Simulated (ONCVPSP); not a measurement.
**Which change was made? (Te, ONCV)**

tellurium (Te), optimised norm-conserving Vanderbilt (ONCV), made with ONCVPSP 4.0.1 (LDA (Perdew-Zunger), scalar-relativistic). Core [Ar] 3d10, reference 4s2 4p6 4d10 5s2 5p4. Waves: 4s+5s: rc 1.20 bohr, ncon 3, nbas 6, qcut 7.8 1/bohr, 2 projectors; 4p+5p: rc 1.30 bohr, ncon 5, nbas 10, qcut 12.8 1/bohr, 2 projectors; 4d: rc 1.50 bohr, ncon 4, nbas 7, qcut 10.6 1/bohr, 2 projectors, debl 0.8 Ha. Local part: polynomial inside 0.95 bohr (lpopt 5, dvloc0 6 Ha). Core correction: Teter function, fcfact 2.75, rcfact 1.05.

In the d channel the program set the typed energies aside and used -1.532, 0.250 Ha.

Cutoffs, loose and tight: the cutoffs (Ha) at which the residual kinetic energy of the hardest occupied pseudo-wave falls to 1 and 0.1 mHa per electron. They do not see the model core or the augmentation charge, which bear on the density cutoff. Test errors are all-electron minus pseudo excitation energies from the reference, over the configurations 4s2 4p6 4d10 5s2 5p3; 4s2 4p6 4d10 5s2 5p2; 4s2 4p6 4d10 5s2 5p1; 4s2 4p5 4d10 5s2 5p4; variants that change the core or the reference have their own tests.

The base gives: outcome: generated, projector energies reset by the program; cutoff, loose: 53 Ha; cutoff, tight: 69 Ha; bound ghosts: none; GHOST(+) flags above zero: s; largest test error (meV): -109.

Problem. After one change the result is: outcome: generated, projector energies reset by the program; cutoff, loose: 42 Ha; cutoff, tight: 69 Ha; bound ghosts: none; GHOST(+) flags above zero: s; largest test error (meV): -294. Which change was it?
A. p: rc 1.94
B. d: qcut 7.3
C. p: ncon 4, nbas 9

Solution. A. The others give: d: qcut 7.3 → outcome: generated, projector energies reset by the program; cutoff, loose: 69 Ha; cutoff, tight: 83 Ha; bound ghosts: none; GHOST(+) flags above zero: s; largest test error (meV): -172 | p: ncon 4, nbas 9 → outcome: generated, projector energies reset by the program; cutoff, loose: 43 Ha; cutoff, tight: 69 Ha; bound ghosts: none; GHOST(+) flags above zero: s; largest test error (meV): -135.
